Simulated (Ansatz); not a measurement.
Mulliken charges of ClGeH3OSn (`[Cl][SnH]1[O][GeH2]1`) from ωB97M-V/def2-TZVPP in Ansatz (PBE0-D4/def2-TZVP geometry).

```tsv
atom	x (Å)	y (Å)	z (Å)	charge (e)
Cl1	-2.641	-1.169	0.679	-0.349
Sn2	-0.453	-1.123	-0.131	0.628
O3	-0.201	0.713	-1.044	-0.601
Ge4	0.904	0.928	0.336	0.308
H5	-0.402	-2.335	-1.324	-0.053
H6	0.452	1.900	1.435	0.037
H7	2.401	1.018	0.003	0.031
```

Problem. By hand: the dipole of these point charges (1 e Å = 4.8032 D).

Solution. Σ q r = (1.149, -0.214, 0.535) e Å, of length 1.285 e Å = 6.17 D.

Problem. How does the dipole of the full density compare? (An estimate is asked.)

Solution. Ansatz gave: (0.727, -0.076, 0.240) e Å, 3.70 D; the point charges give 1.67 times that, at 8° from its direction.

Point charges leave out the atoms' own dipoles, such as those of lone pairs, and Mulliken's split depends on the basis, so the two needn't agree.
